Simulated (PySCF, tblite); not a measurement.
Isomers of C5H12NOP, one GFN2-xTB conformer each. Single-point energies are computed at PBE0/pcSseg-1 (PySCF, gas phase, no added dispersion term), electronic only.

Question: Rank them by PBE0/pcSseg-1 energy, lowest first (kcal/mol).
A. `[CH3:1][O:2]/[CH:3]=[P:4]\[CH2:5][N:6]([CH3:7])[CH3:8]` with C1–O2–C3–P4 178°, C3–P4–C5–N6 176°, P4–C5–N6–C7 164°
B. `[CH3:1][NH:2][P:3]1[CH2:4][CH2:5][O:6][CH2:7][CH2:8]1` with C1–N2–P3–C4 82°, N2–P3–C4–C5 151°, P3–C4–C5–O6 -65°, C4–C5–O6–C7 66°, C5–O6–C7–C8 -66°
C. `[CH3:1][P:2]1(=[NH:3])[CH2:4][CH2:5][O:6][CH2:7][CH2:8]1` with C1–P2–C4–C5 162°, P2–C4–C5–O6 -64°, C4–C5–O6–C7 69°, C5–O6–C7–C8 -69°
D. `[CH3:1][CH2:2][P:3]([NH:4][CH3:5])[C:6]([CH3:7])=[O:8]` with C1–C2–P3–N4 174°, C2–P3–N4–C5 159°, C2–P3–C6–C7 -98°

Answer: D (0.0), B (7.2), C (8.2), A (40.1).

As drawn, the lowest has a C=O bond and an N–H bond, which the highest lacks. Neighbours under 2.5 kcal/mol apart (CNP1CCOCC1 and CP1(=N)CCOCC1) can change places with a better method, another conformer or zero-point energy. GFN2-xTB itself gives, in the same order: 10.2, 0.0, 5.7, 35.3. GFN2-xTB puts CNP1CCOCC1 lowest instead; measured from each level's own lowest isomer, the values differ by up to 10.2 kcal/mol (CCP(NC)C(C)=O: 10.2 against 0.0).

Question: Which frontier levels, dipoles and rotational constants go with these structures?

Answer: 
```json
{"SMILES": "CCP(NC)C(C)=O", "HOMO (eV, PBE0/pcSseg-1)": "-6.50", "LUMO (eV)": "-0.93", "dipole (D)": "1.38", "A, B, C (MHz)": "1968, 1389, 980.1"}
{"SMILES": "CNP1CCOCC1", "HOMO (eV, PBE0/pcSseg-1)": "-5.82", "LUMO (eV)": "0.68", "dipole (D)": "1.59", "A, B, C (MHz)": "3557, 1151, 967.4"}
{"SMILES": "CP1(=N)CCOCC1", "HOMO (eV, PBE0/pcSseg-1)": "-6.24", "LUMO (eV)": "0.94", "dipole (D)": "2.09", "A, B, C (MHz)": "2806, 1374, 1257"}
{"SMILES": "CO/C=P\\CN(C)C", "HOMO (eV, PBE0/pcSseg-1)": "-5.99", "LUMO (eV)": "-0.86", "dipole (D)": "2.95", "A, B, C (MHz)": "3393, 796.1, 700.0"}
```

Question: What happens when harmonic zero-point energies from GFN2-xTB frequencies are added?

Answer: 
```tsv
SMILES	ZPE (kcal/mol)	electronic (kcal/mol)	with ZPE (kcal/mol)
CCP(NC)C(C)=O	103.2	0.0	0.0
CNP1CCOCC1	105.6	7.2	9.6
CP1(=N)CCOCC1	103.6	8.2	8.6
CO/C=P\CN(C)C	103.6	40.1	40.5
```

The zero-point energies span 2.4 kcal/mol. The lowest isomer stays, but the order above it changes.

Question: As an exercise, what shares would exp(−E/RT) give at 1000 K from these electronic energies alone (no entropy, no degeneracies)?

Answer: RT = 1.987 kcal/mol: CCP(NC)C(C)=O 95.9 %, CNP1CCOCC1 2.6 %, CP1(=N)CCOCC1 1.5 %, CO/C=P\CN(C)C under 0.1 %.
